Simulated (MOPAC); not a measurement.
MOPAC input (PM6):

```
PM6 FORCE THERMO(298,298) PRECISE LET GEO-OK AUX(PRECISION=9) THREADS=1
F3In

In   -0.00000021 1   -0.00000256 1    0.00000083 1
F    -1.67662165 1   -1.01870253 1    0.05838831 1
F     0.02033660 1    1.81438951 1   -0.74819150 1
F     1.65628456 1   -0.79568068 1    0.68980115 1
```

Output:

```
 *******************************************************************************
 **                                                                           **
 **                              MOPAC v23.2.5                                **
 **                                                                           **
 *******************************************************************************
 ** MOPAC's Digital Object Identifier: https://doi.org/10.5281/zenodo.6511958 **
 **                                                                           **
 ** Please cite the open-source release paper for use of this MOPAC version:  **
 ** J. E. Moussa and J. J. P. Stewart (2026)                                  **
 ** MOPAC: An open-source semiempirical molecular orbital program             **
 ** J. Open Source Softw., 11(119), 8025, https://doi.org/10.21105/joss.08025 **
 *******************************************************************************

                              PM6 CALCULATION RESULTS

 *******************************************************************************
 *  PM6        - The PM6 Hamiltonian to be used
 *  GEO-OK     - OVERRIDE INTERATOMIC DISTANCE AND OTHER SAFETY CHECKS
 *  LET        - OVERRIDE SOME SAFETY CHECKS
 *  PRECISE    - TIGHTER CRITERIA TO BE USED
 *  FORCE      - FORCE CALCULATION SPECIFIED
 *  AUX        - OUTPUT AUXILIARY INFORMATION
 *  THERMO     - THERMODYNAMIC QUANTITIES TO BE CALCULATED
 *******************************************************************************
PM6 FORCE THERMO(298,298) PRECISE LET GEO-OK AUX(PRECISION=9) THREADS=1
 F3In

   ATOM   CHEMICAL          X               Y               Z
  NUMBER   SYMBOL      (ANGSTROMS)     (ANGSTROMS)     (ANGSTROMS)

     1      In         -0.00000021  *  -0.00000256  *   0.00000083  *
     2       F         -1.67662165  *  -1.01870253  *   0.05838831  *
     3       F          0.02033660  *   1.81438951  *  -0.74819150  *
     4       F          1.65628456  *  -0.79568068  *   0.68980115  *

          CARTESIAN COORDINATES

    NO.       ATOM           X           Y           Z

     1        In         -0.0000     -0.0000      0.0000
     2         F         -1.6766     -1.0187      0.0584
     3         F          0.0203      1.8144     -0.7482
     4         F          1.6563     -0.7957      0.6898

 General Reference for PM6:
 "Optimization of Parameters for Semiempirical Methods V: Modification of NDDO Approximations
 and Application to 70 Elements", J. J. P. Stewart, J. Mol. Mod., 13, 1173-1213 (2007)
 URL: https://link.springer.com/article/10.1007/s00894-007-0233-4

           Empirical Formula: In F3  =     4 atoms

      MOLECULAR POINT GROUP   :   D3h

      RHF CALCULATION, NO. OF DOUBLY OCCUPIED LEVELS = 12

          HEAT OF FORMATION =    -177.395147 KCALS/MOLE

          CARTESIAN COORDINATE DERIVATIVES

   NUMBER  ATOM         X            Y            Z

     1      In     -0.003968    -0.002851     0.000025
     2       F      0.000928     0.000150    -0.000008
     3       F      0.000826     0.002361    -0.000008
     4       F      0.002213     0.000341    -0.000008

 DIPOLE           X         Y         Z       TOTAL
 POINT-CHG.    -0.000    -0.000     0.000     0.000
 HYBRID         0.000    -0.000     0.000     0.000
 SUM           -0.000    -0.000     0.000     0.000

          GRADIENT NORM =   0.00600

          MOLECULAR WEIGHT =  171.82

          ROTATIONAL CONSTANTS IN CM(-1)

          A =    0.15356033   B =    0.15355926   C =    0.07677990

           PRINCIPAL MOMENTS OF INERTIA IN UNITS OF 10**(-40)*GRAM-CM**2

          A =      182.2916   B =      182.2928   C =      364.5844

          ORIENTATION OF MOLECULE IN FORCE CALCULATION

    NO.       ATOM         X         Y         Z

     1         In       0.0000   -0.0000    0.0000
     2          F       1.9627   -0.0000    0.0000
     3          F      -0.9813    1.6998    0.0000
     4          F      -0.9814   -1.6997   -0.0000

    FIRST DERIVATIVES WILL BE USED IN THE CALCULATION OF SECOND DERIVATIVES

    FOR POINT-GROUP D3h  THERE ARE  12 UNIQUE SYMMETRY FUNCTIONS.


(To convert to Hartree/Bohr^2, multiply by (10^(-21) x N x a0^2)/(4.184 x 627.51) =  0.0642)

           FORCE MATRIX IN MILLIDYNES/ANGSTROM

                 In  1       F  2       F  3       F  4
 ------------------------------------------------------
    In    1  10.971903
     F    2   4.990431   4.985206
     F    3   4.989082   0.077893   4.985206
     F    4   4.989200   0.077890   0.077893   4.985206

          HEAT OF FORMATION =    -177.395147 KCALS/MOLE

          ZERO POINT ENERGY       3.678 KCAL/MOL

           NORMAL COORDINATE ANALYSIS (Total motion = 1 Angstrom)

   Root No.       1         2         3         4         5         6

                 1 E'      1 E'      1 A2"     1 A1'     2 E'      2 E'

                 135.0     135.0     143.3     668.8     745.4     745.4

           1   -0.0260   -0.0845   -0.0000   -0.0000   -0.1111   -0.0242
           2   -0.0853    0.0258   -0.0000   -0.0000    0.0236   -0.1139
           3   -0.0000   -0.0000    0.1420   -0.0000   -0.0000   -0.0000
           4   -0.0276   -0.0896    0.0000    0.3333    0.4432    0.0967
           5    0.4342   -0.1311    0.0000   -0.0000   -0.0009    0.0045
           6    0.0000   -0.0000   -0.2860    0.0000   -0.0000    0.0000
           7    0.3196    0.2315    0.0000   -0.1667    0.1545   -0.1699
           8    0.1100    0.2127    0.0000    0.2887   -0.2610    0.3004
           9    0.0000    0.0000   -0.2860    0.0000    0.0000    0.0000
          10   -0.1348    0.3687    0.0000   -0.1667    0.0736    0.2196
          11   -0.0285   -0.2373    0.0000   -0.2887    0.1191    0.3833
          12    0.0000    0.0000   -0.2860   -0.0000    0.0000    0.0000

           MASS-WEIGHTED COORDINATE ANALYSIS (NORMAL COORDINATES)

   Root No.       1         2         3         4         5         6

                 1 E'      1 E'      1 A2"     1 A1'     2 E'      2 E'

                 135.0     135.0     143.3     668.8     745.4     745.4

           1   -0.1051   -0.3446   -0.0000   -0.0000   -0.4396   -0.0935
           2   -0.3446    0.1051   -0.0000   -0.0000    0.0935   -0.4396
           3   -0.0000   -0.0000    0.5760   -0.0000   -0.0000   -0.0000
           4   -0.0453   -0.1486    0.0000    0.5774    0.7134    0.1518
           5    0.7133   -0.2175    0.0000   -0.0000   -0.0015    0.0070
           6    0.0000   -0.0000   -0.4720    0.0000   -0.0000    0.0000
           7    0.5250    0.3840    0.0000   -0.2887    0.2487   -0.2668
           8    0.1807    0.3528    0.0000    0.5000   -0.4201    0.4717
           9    0.0000    0.0000   -0.4720    0.0000    0.0000    0.0000
          10   -0.2214    0.6116    0.0000   -0.2887    0.1185    0.3449
          11   -0.0469   -0.3936    0.0000   -0.5000    0.1916    0.6019
          12    0.0000    0.0000   -0.4720   -0.0000    0.0000    0.0000

          DESCRIPTION OF VIBRATIONS

 VIBRATION          2    1E'         ATOM PAIR     ENERGY CONTRIBUTION    RADIAL
 FREQUENCY           135.03         In1 -- F 4         +52.4% (112.8%)      0.2%
 TRANSITION DIPOLE   1.7885         In1 -- F 3         +31.9% ( 88.0%)      3.8%
 TRAVEL (Ang.)       0.2390         In1 -- F 2         +15.7% ( 61.7%)     27.0%
 REDUCED MASS        8.7449
 EFFECTIVE MASS     59.1397
 FORCE CONSTANT      0.0939

 VIBRATION          3    1A2"        ATOM PAIR     ENERGY CONTRIBUTION    RADIAL
 FREQUENCY           143.33         In1 -- F 2         +33.3% ( 55.4%)      0.0%
 TRANSITION DIPOLE   2.5386         In1 -- F 4         +33.3% ( 55.4%)      0.0%
 TRAVEL (Ang.)       0.1744         In1 -- F 3         +33.3% ( 55.4%)      0.0%
 REDUCED MASS       15.4631
 EFFECTIVE MASS     41.8270
 FORCE CONSTANT      0.1872

 VIBRATION          4    1A1'        ATOM PAIR     ENERGY CONTRIBUTION    RADIAL
 FREQUENCY           668.76         In1 -- F 2         +33.3% ( 57.6%)    100.0%
 TRANSITION DIPOLE   0.0000         In1 -- F 3         +33.3% ( 57.6%)    100.0%
 TRAVEL (Ang.)       0.1262         In1 -- F 4         +33.3% ( 57.6%)    100.0%
 REDUCED MASS        6.3328
 EFFECTIVE MASS     18.9984
 FORCE CONSTANT      1.6687

 VIBRATION          6    2E'         ATOM PAIR     ENERGY CONTRIBUTION    RADIAL
 FREQUENCY           745.42         In1 -- F 4         +57.2% ( 78.8%)     98.4%
 TRANSITION DIPOLE   1.5790         In1 -- F 3         +36.4% ( 62.8%)     89.1%
 TRAVEL (Ang.)       0.0918         In1 -- F 2          +6.4% ( 26.4%)     23.2%
 REDUCED MASS       10.7325
 EFFECTIVE MASS     31.8734
 FORCE CONSTANT      3.5136

      SYMMETRY NUMBER FOR POINT-GROUP D3h =  6

          SYSTEM IS A GROUND STATE

 F3In

          MOLECULE IS NOT LINEAR

          THERE ARE  6 GENUINE VIBRATIONS IN THIS SYSTEM
          THIS THERMODYNAMICS CALCULATION IS LIMITED TO
          MOLECULES WHICH HAVE NO INTERNAL ROTATIONS

                    CALCULATED THERMODYNAMIC PROPERTIES
                                          *
   TEMP. (K)   PARTITION FUNCTION   H.O.F.    ENTHALPY  HEAT CAPACITY ENTROPY
                                   KCAL/MOL   CAL/MOLE    CAL/K/MOL  CAL/K/MOL

 298.00  VIB.     0.9606D+01                  1449.4078     8.1243     9.3597
         ROT.     0.2069D+05                   888.2803     2.9808    22.7289
         INT.     0.1988D+06                  2337.6881    11.1051    32.0886
         TRA.     0.2177D+28                  1480.4672     4.9680    41.3291
         TOT.                     -177.395    3818.1553    16.0731    73.4177

   *: NOTE: HEATS OF FORMATION ARE RELATIVE TO THE
            ELEMENTS IN THEIR STANDARD STATE AT 298K
              (=  Standard Enthalpy of Formation).

            Hvib:  Zero-point energy is not included.
                   frequencies of less than zero cm-1 are not included.
            Hrot = (3/2)RT
            Htra = (3/2)RT + pV = (5/2)RT

            Heat capacity is Cp, not Cv

          For more information, see: HTTP://OpenMOPAC.net/Manual/thermochemistry.html

           FORCE CONSTANT IN CARTESIAN COORDINATES (Millidynes/A)

    ATOM   CHEMICAL       X               Y               Z
   NUMBER   SYMBOL  FORCE CONSTANT  FORCE CONSTANT  FORCE CONSTANT

      1      In        7.751930        7.751930        0.461014
      2       F        4.982303        0.114508        0.050806
      3       F        1.331449        3.765362        0.050806
      4       F        1.331465        3.765346        0.050806

 **********************
 *                    *
 * JOB ENDED NORMALLY *
 *                    *
 **********************

 == MOPAC DONE ==
```
